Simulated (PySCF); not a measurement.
HgB: frontier orbitals

PBE at R = 2.359 Å; Hg def2-TZVPP with ECP60, B def2-TZVPP; scalar-relativistic core potentials (PySCF 2.14). State: ²Π (doublet), unpaired electrons π ↑. Only the outer orbitals are listed, counted within each symmetry, core potentials removing the inner ones.

```json
{"spin": "α", "orbital": "4σ", "occ.": "1", "ε (eV)": "-11.94", "on Hg (%)": "70", "main shells (%)": "65 Hg d, 25 B s"}
{"spin": "α", "orbital": "2π", "occ.": "1", "ε (eV)": "-11.03", "on Hg (%)": "99", "main shells (%)": "99 Hg d"}
{"spin": "α", "orbital": "2π", "occ.": "1", "ε (eV)": "-10.98", "on Hg (%)": "99", "main shells (%)": "99 Hg d"}
{"spin": "α", "orbital": "1δ", "occ.": "1", "ε (eV)": "-10.81", "on Hg (%)": "100", "main shells (%)": "100 Hg d"}
{"spin": "α", "orbital": "1δ", "occ.": "1", "ε (eV)": "-10.81", "on Hg (%)": "100", "main shells (%)": "100 Hg d"}
{"spin": "α", "orbital": "5σ", "occ.": "1", "ε (eV)": "-9.63", "on Hg (%)": "57", "main shells (%)": "43 B s, 31 Hg d, 23 Hg s"}
{"spin": "α", "orbital": "6σ", "occ.": "1", "ε (eV)": "-6.82", "on Hg (%)": "61", "main shells (%)": "59 Hg s, 27 B s, 12 B p"}
{"spin": "α", "orbital": "3π", "occ.": "1", "ε (eV)": "-4.04", "on Hg (%)": "12", "main shells (%)": "88 B p, 11 Hg p"}
{"spin": "α", "orbital": "3π", "occ.": "0", "ε (eV)": "-3.62", "on Hg (%)": "16", "main shells (%)": "84 B p, 15 Hg p"}
{"spin": "α", "orbital": "7σ", "occ.": "0", "ε (eV)": "-3.24", "on Hg (%)": "40", "main shells (%)": "59 B p, 26 Hg p, 12 Hg s"}
{"spin": "α", "orbital": "4π", "occ.": "0", "ε (eV)": "-0.91", "on Hg (%)": "92", "main shells (%)": "92 Hg p"}
{"spin": "β", "orbital": "4σ", "occ.": "1", "ε (eV)": "-11.75", "on Hg (%)": "80", "main shells (%)": "76 Hg d, 16 B s"}
{"spin": "β", "orbital": "2π", "occ.": "1", "ε (eV)": "-11.03", "on Hg (%)": "99", "main shells (%)": "99 Hg d"}
{"spin": "β", "orbital": "2π", "occ.": "1", "ε (eV)": "-10.92", "on Hg (%)": "99", "main shells (%)": "99 Hg d"}
{"spin": "β", "orbital": "1δ", "occ.": "1", "ε (eV)": "-10.79", "on Hg (%)": "100", "main shells (%)": "100 Hg d"}
{"spin": "β", "orbital": "1δ", "occ.": "1", "ε (eV)": "-10.79", "on Hg (%)": "100", "main shells (%)": "100 Hg d"}
{"spin": "β", "orbital": "5σ", "occ.": "1", "ε (eV)": "-9.19", "on Hg (%)": "58", "main shells (%)": "41 B s, 35 Hg s, 21 Hg d"}
{"spin": "β", "orbital": "6σ", "occ.": "1", "ε (eV)": "-6.48", "on Hg (%)": "53", "main shells (%)": "50 Hg s, 37 B s, 10 B p"}
{"spin": "β", "orbital": "3π", "occ.": "0", "ε (eV)": "-3.37", "on Hg (%)": "19", "main shells (%)": "81 B p, 18 Hg p"}
{"spin": "β", "orbital": "7σ", "occ.": "0", "ε (eV)": "-3.05", "on Hg (%)": "39", "main shells (%)": "58 B p, 28 Hg p, 11 Hg s"}
{"spin": "β", "orbital": "3π", "occ.": "0", "ε (eV)": "-2.49", "on Hg (%)": "35", "main shells (%)": "65 B p, 34 Hg p"}
```

Which are the highest filled and the lowest empty level, where do they sit, and how wide is the gap?

Highest filled α 3π at -4.04 eV (in %: 88 B p, 11 Hg p); lowest empty α 3π at -3.62 eV (in %: 84 B p, 15 Hg p); the gap at PBE is 0.42 eV. Both belong to one degenerate shell, split only by its one-sided filling, so this is no excitation gap.

```json
{"bond order (Mayer)": "0.92", "⟨S²⟩": "0.754", "charge on Hg (Mulliken, basis-dependent)": "0.13", "charge on Hg (Löwdin, basis-dependent)": "0.26", "dipole moment (positive dipole means Hg(−)B(+))": "-1.49 D", "polarisability along the bond": "95.5 bohr³", "polarisability across the bond": "46.4 bohr³"}
```

Spin–orbit coupling is left out. The state is the lowest determinant that a PBE0 search found; another state may lie lower at other levels.
